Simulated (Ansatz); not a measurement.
Abridged output of a molecular run in Ansatz:

```
Functional definition: HF
3479 factors; integrals over basis functions are off by at most 1.2e-3 eV
mean field evaluation 1: about -20119.6728 eV, gradient 7.0e1 eV
mean field evaluation 2: about -20120.2287 eV, gradient 7.0e1 eV
mean field evaluation 4: about -20131.4980 eV, gradient 7.3e0 eV
mean field evaluation 8: about -20131.6776 eV, gradient 6.4e-1 eV
mean field -20131.67886127 eV, -739.8255524096 hartree, gradient 2.6e-6 eV, S^2 0.000000; 0 other end points of the search recorded, 0 dependent functions left out
14 core orbitals not correlated: weight in the atoms' cores, before any rotation towards them, 1.000 or more for the frozen orbitals, at most 0.000 for the correlated occupied ones
reference -20131.67886127 eV, -739.8255524096 hartree; 35, 35 occupied and 538, 538 virtual orbitals, 3479 factors
second order -57.05271521 eV of doubles, -0.00000000 eV of singles
cycle   1  -56.61566196 eV  change    4.4e-1 eV  update   1.9e-1
cycle   2  -58.07786733 eV  change    -1.5e0 eV  update   6.6e-2
cycle   3  -58.47664899 eV  change   -4.0e-1 eV  update   3.4e-2
cycle   4  -58.46389718 eV  change    1.3e-2 eV  update   9.6e-3
cycle   5  -58.45379011 eV  change    1.0e-2 eV  update   4.9e-3
cycle   6  -58.45636681 eV  change   -2.6e-3 eV  update   1.7e-3
cycle   7  -58.45609951 eV  change    2.7e-4 eV  update   6.8e-4
cycle   8  -58.45554723 eV  change    5.5e-4 eV  update   2.4e-4
cycle   9  -58.45564445 eV  change   -9.7e-5 eV  update   8.4e-5
cycle  10  -58.45574261 eV  change   -9.8e-5 eV  update   3.6e-5
cycle  11  -58.45566217 eV  change    8.0e-5 eV  update   1.6e-5
perturbative correction -2.75226537 eV, -0.1011438867 hartree
Total energy: -20192.88678881 eV, -742.0749022586 hartree
```

Its atoms:

Z-matrix (Å, degrees):
```
Hf
C 1 2.566
N 1 2.044 2 85.7
C 1 2.505 2 54.0 3 178.8
C 1 2.541 2 53.0 3 137.8
O 1 1.917 2 125.7 3 -107.6
C 1 2.248 2 127.9 3 104.2
C 1 2.585 2 31.8 3 101.3
C 1 2.509 2 32.2 3 -143.5
H 2 1.080 1 118.2 3 22.0
H 3 1.008 1 129.6 2 27.9
H 3 1.012 1 122.1 2 -151.0
Si 4 1.855 1 117.6 2 159.3
H 5 1.080 1 117.4 2 -159.4
C 6 1.386 1 170.9 2 -41.9
H 7 1.097 1 108.5 2 -152.6
H 7 1.096 1 112.4 2 89.1
H 7 1.095 1 113.8 2 -33.4
H 8 1.081 1 118.9 2 -122.5
H 9 1.081 1 116.2 2 123.3
H 13 1.487 4 111.1 1 168.0
H 13 1.487 4 110.8 1 47.8
H 13 1.487 4 108.9 1 -72.5
H 15 1.096 6 110.6 1 125.2
H 15 1.096 6 111.0 1 5.0
H 15 1.096 6 110.5 1 -115.0
```

(1) Which basis set was used?
A. def2-SVP
B. def2-TZVPP
C. cc-pV(Q+d)Z
D. def2-SVPD

(2) Write the keys of the input that set method, charge and spin (a neutral closed shell needs none for the last two).

Results:

(1) B. It gives 587 functions.

(2) 
```yaml
correlation: {method: ccsd_t}
```
